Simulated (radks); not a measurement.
The numbers below are computed, except where a source is named.
Species: the rhodium ion Rh36+. Configuration: [He] 2s2 2p5. Code: a radial shooting solver on a logarithmic mesh with Libxc functionals. Model: Dirac Kohn-Sham, exchange-only PBE, spin-unpolarised, spherical densities, finite nucleus; open shells fill j = l - 1/2 first; Fermi nuclear charge, rms radius 4.4945 fm.

Unscreened Slater integrals over Kohn-Sham orbitals (cm^-1). Large and small components are both included. Empty in this configuration: 3s1/2.

integral           value
F0(2p3/2,2p3/2)  1651500
F2(2p3/2,2p3/2)   789200
F0(2p3/2,2p1/2)  1683100
G2(2p3/2,2p1/2)   784270
F0(2p3/2,2s1/2)  1522500
G1(2p3/2,2s1/2)   858640
F0(2p3/2,1s1/2)  2238600
G1(2p3/2,1s1/2)   408530
F0(2p3/2,3s1/2)   784760
G1(2p3/2,3s1/2)    82804
F0(2p1/2,2p1/2)  1717200
F0(2p1/2,2s1/2)  1546200
G1(2p1/2,2s1/2)   848000
F0(2p1/2,1s1/2)  2343500
G1(2p1/2,1s1/2)   428280
F0(2p1/2,3s1/2)   789780
G1(2p1/2,3s1/2)    83692
F0(2s1/2,2s1/2)  1440800
F0(2s1/2,1s1/2)  2036900
G0(2s1/2,1s1/2)   212490
F0(2s1/2,3s1/2)   768220
G0(2s1/2,3s1/2)    68246
F0(1s1/2,1s1/2)  6349400
F0(1s1/2,3s1/2)   907200
G0(1s1/2,3s1/2)    50823
F0(3s1/2,3s1/2)   600400
